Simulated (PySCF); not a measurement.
A structure optimised at PBE0-D3(BJ)/def2-SVP, used in a PySCF frequency run:

```xyz
11

Al    -0.5694     0.8461     0.0000
H     -2.1370     0.5705     0.0000
C      0.2554     2.6119     0.0000
H     -0.0579     3.1919     0.8845
H     -0.0579     3.1919    -0.8845
H      1.3552     2.5629     0.0000
S      0.7235    -0.9101     0.0000
C     -0.4570    -2.3047     0.0000
H     -1.5010    -1.9613     0.0000
H     -0.2823    -2.9187     0.8938
H     -0.2823    -2.9187    -0.8938
```

Problem. Write its SMILES, formula and point group.

Solution. [CH3][AlH][S]C, C₂H₇AlS, Cs

Problem. What are its rotational constants (standard atomic weights)?

Solution. 12.447, 2.0750, 1.8193 GHz
